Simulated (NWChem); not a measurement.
System: GaCl₂F; SMILES [Cl][Ga]([F])[Cl]

Here is an NWChem input.

```
start job
memory heap 200 mb stack 900 mb global 1100 mb
geometry units angstroms noautoz
  Ga     0.000000     0.000000     0.261702
  F      0.000000     0.000000     1.997480
  Cl    -1.859060     0.000000    -0.744637
  Cl     1.859060     0.000000    -0.744637
end
basis spherical
  * library 6-31g*
end
dft
  xc kt2
  iterations 150
  mulliken
end
task dft energy
```

Structure relaxed at the PBE0/def2-SVP level.

### Question
What results follow from this input? (KT2/6-31G* (spherical d).) Quantities: energy (Ha); highest occupied level (eV); orbital gap (eV); dipole (D).

### Answer
- energy (Ha) = -2961.13
- highest occupied level (eV) = -8.31
- orbital gap (eV) = 5.04
- dipole (D) = 0.54
